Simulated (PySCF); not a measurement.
Unknown compound

Molecular formula: C5H5NO3Si. Simulated spectra:

1H NMR (400 MHz, computed): δ 11.91 (d, 1H), 7.41 (m, 1H), 7.06 (d, 1H), 6.87 (br s, 1H), 4.54 (m, 1H).

13C{1H} NMR (computed): δ 232.7 (CH), 175.9 (C), 159.5 (CH), 143.2 (CH), 122.7 (C).

PySCF 2.14.0 with density-fitted response routines calculation with shieldings: GIAO PBE0/pcSseg-1 and coordinates at the GFN2-xTB level; one computed conformer, in vacuum, non-relativistic.

Referencing at the same level of theory: 1H (31.72 ppm) and 13C (186.93 ppm) vs TMS.

Q: What is the structure?

A: 
1. The formula gives 5 degrees of unsaturation (no ring in the answer).
2. 5 carbon signals for 5 carbons: no two carbons are equivalent.
3. Carbon types of the structure: 2 × C, 3 × CH, leaving 2 H on heteroatoms.
4. δC 232.7: carbonyl carbon.
5. δC 175.9: carboxylic acid carbon; lone-pair donation from the attached heteroatom keeps it upfield of a ketone carbonyl.
6. δC 159.5: β carbon of a C=C–C=O unit; conjugation with the carbonyl draws π density from the β position.
7. δC 143.2: α carbon of a C=C–C=O unit; the olefinic region.
8. δC 122.7: nitrile carbon; this is the usual window of a C≡N carbon, which has no attached hydrogen.
9. δH 11.91: hydrogen on a carbonyl carbon.
10. δH 7.06: hydrogen on an α carbon of a C=C–C=O unit; attached to an sp2 carbon and in the plane of the double bond.

These data were computed for SMILES N#C[Si@H](C=O)/C=C\C(=O)O.

This is the structure that produced the data.

The OH or NH signal is concentration- and solvent-dependent in practice; the value given is the gas-phase one. Shifts are as computed. Against solution values, carbons near 30 ppm lie about +3 ppm off and those near 130 ppm about +5 ppm. Of 1211 compounds with measured shifts, 218 miss one by over three times the rms of a fit or turn the order of signals round; such compounds aren't used in these exercises. Hydrogen bonding in solution deshields acid and N–H amide carbonyl carbons by as much as 10 ppm beyond these values. No couplings were computed; multiplicities are counted from neighbouring protons, with m where these are inequivalent, close in shift, in a saturated or five-membered ring or joined by F or P, and br s for small geminal =CH2 splittings.
